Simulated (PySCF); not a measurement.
C6H7NS.
SMILES with atom numbers: `[CH3:1][S:2][c:3]1[cH:4][cH:5][n:6][cH:7][cH:8]1` (hydrogens: H9, H10, H11 on C1; H12 on C4; H13 on C5; H14 on C7; H15 on C8)

The same species was optimised twice, with GFN2-xTB and with PBE0-D3(BJ)/def2-SVP (PySCF), and the same property calculations (PySCF, gas phase) were run on both structures.

| coordinate | GFN2-xTB | PBE0-D3(BJ)/def2-SVP | change |
| --- | --- | --- | --- |
| C1–S2 (Å) | 1.815 | 1.798 | -0.017 |
| C3–C4 (Å) | 1.390 | 1.399 | +0.009 |
| C4–C5 (Å) | 1.386 | 1.395 | +0.009 |
| N6–C7 (Å) | 1.324 | 1.333 | +0.009 |
| C3–C8 (Å) | 1.395 | 1.403 | +0.008 |
| C7–C8 (Å) | 1.381 | 1.389 | +0.008 |
| C5–N6 (Å) | 1.320 | 1.328 | +0.008 |
| S2–C3 (Å) | 1.760 | 1.753 | -0.007 |
| C4–C3–C8 (°) | 118.1 | 117.4 | -0.7 |
| C5–N6–C7 (°) | 117.5 | 116.8 | -0.7 |
| C1–S2–C3 (°) | 103.9 | 103.2 | -0.7 |
| S2–C3–C4 (°) | 124.7 | 125.2 | +0.5 |
| C3–C4–C5 (°) | 118.1 | 118.5 | +0.4 |
| N6–C7–C8 (°) | 123.6 | 124.1 | +0.5 |
| C3–C8–C7 (°) | 118.5 | 118.8 | +0.3 |
| C4–C5–N6 (°) | 124.2 | 124.4 | +0.2 |
| C1–S2–C3–C4 (°) | -1 | -1 | 0 |

Rotational constants: A = 4451, B = 1172, C = 933.3 MHz (GFN2-xTB) against A = 4421, B = 1168, C = 929.5 MHz (PBE0-D3(BJ)/def2-SVP). Point groups within 0.08 Å: Cs and Cs. Atoms that the bonding makes alike are paired by their places after alignment.

On the GFN2-xTB structure: HOMO (eV) -6.66 [PBE0/pcSseg-1]; LUMO (eV) -0.70 [PBE0/pcSseg-1]; dipole (D) 2.89 [PBE0/pcSseg-1]; GIAO shielding of C1 (ppm) 169.1 [PBE0/pcSseg-1]; GIAO shielding of S2 (ppm) 484.2 [PBE0/pcSseg-1]; GIAO shielding of C3 (ppm) 28.3 [PBE0/pcSseg-1]; GIAO shielding of C4/C8 (mean) (ppm) 64.3 [PBE0/pcSseg-1]; GIAO shielding of C5/C7 (mean) (ppm) 31.9 [PBE0/pcSseg-1]; GIAO shielding of N6 (ppm) -74.6 [PBE0/pcSseg-1].

Task: What do these properties become on the PBE0-D3(BJ)/def2-SVP structure?

Result: 
| property | level | on GFN2-xTB | on PBE0-D3(BJ)/def2-SVP | change |
| --- | --- | --- | --- | --- |
| HOMO (eV) | PBE0/pcSseg-1 | -6.66 | -6.68 | -0.02 |
| LUMO (eV) | PBE0/pcSseg-1 | -0.70 | -0.76 | -0.06 |
| dipole (D) | PBE0/pcSseg-1 | 2.89 | 2.95 | +0.06 |
| energy, GFN2-xTB geometry as zero (kcal/mol) | PBE0/pcSseg-1 | 0.0 | -0.4 | -0.4 |
| GIAO shielding of C1 (ppm) | PBE0/pcSseg-1 | 169.1 | 168.2 | -0.9 |
| GIAO shielding of S2 (ppm) | PBE0/pcSseg-1 | 484.2 | 489.7 | +5.5 |
| GIAO shielding of C3 (ppm) | PBE0/pcSseg-1 | 28.3 | 27.3 | -1.0 |
| GIAO shielding of C4/C8 (mean) (ppm) | PBE0/pcSseg-1 | 64.3 | 61.7 | -2.6 |
| GIAO shielding of C5/C7 (mean) (ppm) | PBE0/pcSseg-1 | 31.9 | 29.4 | -2.5 |
| GIAO shielding of N6 (ppm) | PBE0/pcSseg-1 | -74.6 | -77.6 | -3.0 |

The heavy atoms differ by 0.011 Å rms after alignment. Among bonds between heavy atoms C1–S2 changes most (-0.017 Å). Changes are differences of the printed values. Neither structure is proved a minimum here.

Conformer computed: `[CH3:1][S:2][c:3]1[cH:4][cH:5][n:6][cH:7][cH:8]1`: C1–S2–C3–C4 -1°.
